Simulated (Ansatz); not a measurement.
Geometry optimisation, Ansatz 0.2.0, RKS PBE-D4/def2-SVP.

Input:

```yaml
crystal:
  periodic: [false, false, false]
  atoms:
    - { symbol: Ge, position_ang: [-1.034796, 1.465996, 0.323476] }
    - { symbol: Si, position_ang: [0.986419, -1.447858, -0.378346] }
    - { symbol: H, position_ang: [-0.289839, 2.12808, -0.873089] }
    - { symbol: H, position_ang: [-2.15058, 2.380516, 0.908995] }
    - { symbol: H, position_ang: [-1.582617, 0.046701, -0.007384] }
    - { symbol: H, position_ang: [1.135238, -0.394384, 0.613075] }
    - { symbol: F, position_ang: [0.152891, 1.279218, 1.620654] }
    - { symbol: H, position_ang: [0.720603, -0.837932, -1.731598] }
    - { symbol: H, position_ang: [-0.173478, -2.337769, -0.007253] }
    - { symbol: H, position_ang: [2.236058, -2.282569, -0.468429] }
basis:
  gaussian: { orbitals: def2-SVP }
hamiltonian:
  xc: pbe
  dispersion: d4
relax:
  f_tol: 0.03
  max_steps: 50
output:
  orbitals: {}
```

Launched with:

```bash
$ ansatz run input.yaml --threads 2 --pin off --max-ram 3072MiB --backend cpu --events-out ev --progress --plain --runs-dir out
```

Q: Where does it end, and by what steps?

A: The run converged. After 3 steps the energy has fallen by 0.084 eV; F7 moved furthest, 0.27 Å.

| step | energy less start (eV) | largest force component (eV/Å) | accepted |
| --- | --- | --- | --- |
| 0 | 0.0000 | 0.836 | yes |
| 1 | -0.0747 | 0.212 | yes |
| 2 | 0.0102 | 0.824 | no |
| 3 | -0.0841 | 0.024 | yes |

```xyz
10
Properties=species:S:1:pos:R:3
Ge -1.139 1.623 0.382
Si 1.087 -1.619 -0.446
H -0.378 2.241 -0.816
H -2.276 2.548 0.881
H -1.650 0.188 0.093
H 1.266 -0.555 0.600
F 0.021 1.496 1.705
H 0.809 -0.974 -1.777
H -0.075 -2.498 -0.075
H 2.335 -2.450 -0.548
```

Run time: 8.1 s on 2 threads of Arm Neoverse V1, with other jobs on the host, peak memory 0.14 GiB.
